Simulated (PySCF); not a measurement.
# Sn₂Te, triplet: computed properties

Method: UB3LYP in PySCF with Te def2-SVP with ECP28, Sn def2-SVP with ECP28; scalar-relativistic core potentials, no spin–orbit coupling; density-fitted integrals.

The structure is a saddle point with 1 imaginary mode.

Z-matrix (Å, degrees; charge 0 multiplicity 3):
```
Te
Sn 1 2.7744
Sn 1 2.7744 2 79.44
```

* Point group: C2v
* Bond lengths: Te–Sn 2.774 Å (×2)
* Bond angles: Sn–Te–Sn 79.4°
* Dipole moment: 1.06 D
* Highest occupied level (α): -4.16 eV
* Zero-point energy (real modes): 1.5 kJ/mol
* Spin squared ⟨S²⟩: 2.042
* Lowest empty level (β): -3.46 eV
* Rotational constants: 0.04393, 0.02236, 0.01482 cm⁻¹
* Principal quadrupole moments (Buckingham, traceless) about the centre of mass: -3.43, -1.65, 5.08 D Å
* Atomisation energy without zero-point energy: 504 kJ/mol
* Principal polarisabilities: 70.2, 127.0, 284.0 bohr³

Harmonic modes (masses in u: Te 129.906, Sn 119.902):
```csv
symmetry,ω (cm⁻¹),IR (km/mol),μ (u),type
b2,45i,–,124.01,stretch
a1,65,0.1,121.34,bend
a1,194,6.2,124.65,stretch
```

In C2v the vibrations span b2 + 2a1. Here b1 is antisymmetric to the molecular plane and b2 lies in it.

Charges (e):
| atom | Mulliken | Löwdin | polar tensor | spin (Mulliken) | Mayer order to Te1 |
| --- | --- | --- | --- | --- | --- |
| Te1 | -0.24 | -0.01 | 0.34 | -0.19 | – |
| Sn2,3 | 0.12 | 0.01 | -0.17 | 1.10 | 1.23 |
Other Mayer orders above 0.3: Sn–Sn 0.76.

Mulliken populations on Te1 (electrons outside its core potential): s 3.92, p 10.25, d 10.06.

Outer orbital energies (eV). α occupied: -16.81, -12.00, -12.00, -7.06, -6.87, -6.69, -5.26, -4.16; empty: -3.18, -2.32, -0.86, -0.79. β occupied: -27.68, -27.68, -16.82, -11.37, -11.29, -6.86, -6.72, -6.67; empty: -3.46, -2.44, -2.32, -1.51.

This need not be the most stable arrangement of these atoms. At this level a singlet minimum of C2v symmetry lies 95 kJ/mol below this structure. No spin–orbit coupling is included, which matters more the heavier the element.

The final relaxation and frequency run took of the order of 2.1 core-minutes on a shared host.
